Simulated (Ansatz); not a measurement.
Harmonic frequencies (cm⁻¹) at PBE0-D4/def2-TZVP from Ansatz: 25, 50, 257, 260, 268, 307, 309, 317, 356, 358, 432, 749, 780, 811, 813, 922, 952, 954, 1573, 1574, 1576, 3631, 3633, 3633, 3731, 3733, 3734.

Each molecule was computed in one conformer, which needn't be the lowest.

**Question.** Which molecule is it?
A. `CN[SiH3]`
B. `C=C[SiH2]O[SiH3]`
C. `N[Si](N)(N)F`
D. `CO[SiH](F)S`

**Answer.** C.
